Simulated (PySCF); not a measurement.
# Radial density of F(2+) (fluorine, charge +2)

UHF, [He] 2s1 2p3 3s1, high-spin 6S determinant (an excited configuration). Calculation: PySCF 2.14, in dyall-acv3z (15s9p4d2f, 76 functions); scalar relativity by spin-free X2C-1e.

| r (bohr) | 4πr²ρ (e/bohr) | 4πr²(ρα − ρβ) |
| --- | --- | --- |
| 0.00232 | 0.03087 | 0.0012 |
| 0.00390 | 0.08349 | 0.0032 |
| 0.00656 | 0.2219 | 0.0084 |
| 0.0110 | 0.5725 | 0.0217 |
| 0.0186 | 1.401 | 0.0530 |
| 0.0312 | 3.138 | 0.1182 |
| 0.0525 | 6.048 | 0.2267 |
| 0.0883 | 9.069 | 0.3452 |
| 0.149 | 9.074 | 0.4599 |
| 0.250 | 5.357 | 1.0865 |
| 0.420 | 3.943 | 3.2644 |
| 0.707 | 4.720 | 4.7039 |
| 1.19 | 2.026 | 2.0255 |
| 2.00 | 0.5628 | 0.5628 |
| 3.36 | 0.2656 | 0.2656 |
| 5.66 | 0.01575 | 0.0157 |

Densities and radii are taken from the X2C orbitals without a picture-change correction, which distorts them close to the nucleus.

The outer electron is Rydberg-like, and this basis confines it to a smaller radius and binds it less than a complete one would.
